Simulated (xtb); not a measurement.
C₈H₅N₅, SMILES C1=CC2=NC=NC3=NC=CC(=N1)N23. All values are semi-empirical tight-binding results from xtb (GFN2-xTB unless named), good for trends rather than for accurate numbers. Geometry optimised at GFN2-xTB.

Computed properties:
The point group as xtb finds it comes out as Cs and the orbital gap is 1.98 eV. The dipole moment comes out as 2.72 D and the zero-point energy is 77.6 kcal/mol. The G − E(el) at 298.15 K (modified RRHO) comes out as 56.3 kcal/mol and the static polarisability (D4 model) is 116.4 bohr³. The solvation energy, GFN2-xTB/ALPB(water) comes out as -8.9 kcal/mol. The solvation energy, GFN2-xTB/ALPB(thf) is -10.8 kcal/mol.

Task: Give the IR lines (harmonic; lines under 4 % of the strongest left out, lines within 3 cm⁻¹ merged). (The exact figures need the calculation; the answer reports its results.)

Result: ν (cm⁻¹): 769 (w), 819 (w), 853 (w), 1099 (w), 1351 (w), 1560 (m), 1580 (vs), 1592 (vs) (against the strongest line: vs over 80 %, s over 45 %, m over 15 %, w over 4 %, vw less)
